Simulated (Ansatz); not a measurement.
Reaction (redistribution): `F[B]([AlH2])[SiH3]` + `C=[CH][Al]([CH3])[CH3]` → `C=[CH][Al]([CH3])[SiH3]` + `C[B](F)[AlH2]`

Calculated with Ansatz (gas phase, PBE0-D4/def2-TZVP geometries, no zero-point term in ΔE). CCSD(T)/CBS is the MP2 limit (def2-TZVPP, def2-QZVPP) plus CCSD(T) − MP2 in def2-TZVPP, frozen cores. DFT in def2-TZVPP. Each species was taken in one conformer, which may not be the lowest.

| level | ΔE (kJ/mol) |
| --- | --- |
| B2PLYP | -44.0 |
| HF/CBS(def2) | -46.8 |

Task: What does CCSD(T)/CBS give? (Estimate.)

Result: The calculation gave: -44.3 kJ/mol. The listed levels differ from it by 0.3, -2.5 kJ/mol.

Largest T1 diagnostic among the species: 0.015.
